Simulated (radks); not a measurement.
Isoelectronic series with 9 electrons, all held in the configuration [He] 2s2 2p5, which need not be the ground one along the series. All-electron calculation, Dirac Kohn-Sham, LDA (Slater exchange, Perdew-Wang correlation), spin-unpolarised, spherical densities, finite nucleus; open shells fill j = l - 1/2 first; Fermi nuclear charge, rms radius of each element as measured or else 0.836 A^(1/3) + 0.57 fm. Program: a radial shooting solver on a logarithmic mesh with Libxc functionals. Total energies (hartree) and orbital eigenvalues (hartree):

ion,E (hartree),2p3/2,2p1/2,2s1/2
F,-99.18966,-0.41415,-0.41650,-1.08942
Al4+,-235.34698,-5.09043,-5.10851,-6.45214
P6+,-326.17973,-8.96156,-8.99884,-10.68533
Cl8+,-432.23424,-13.83978,-13.90853,-15.94070
K10+,-553.57236,-19.72260,-19.83946,-22.22002
Sc12+,-690.26786,-26.60915,-26.79588,-29.52765
V14+,-842.40568,-34.49941,-34.78359,-37.86965
Mn16+,-1010.08139,-43.39384,-43.80966,-47.25336
Co18+,-1193.40163,-53.29326,-53.88227,-57.68732
Cu20+,-1392.48404,-64.19875,-65.01070,-69.18117
Ga22+,-1607.45767,-76.11163,-77.20532,-81.74563
As24+,-1838.46372,-89.03342,-90.47760,-95.39258
Br26+,-2085.65585,-102.9658,-104.8401,-110.1350
Rb28+,-2349.20060,-117.9108,-120.3067,-125.9872
Nb32+,-2926.08097,-150.8466,-154.6132,-161.0838
Tc34+,-3239.81951,-168.8421,-173.4871,-180.3630
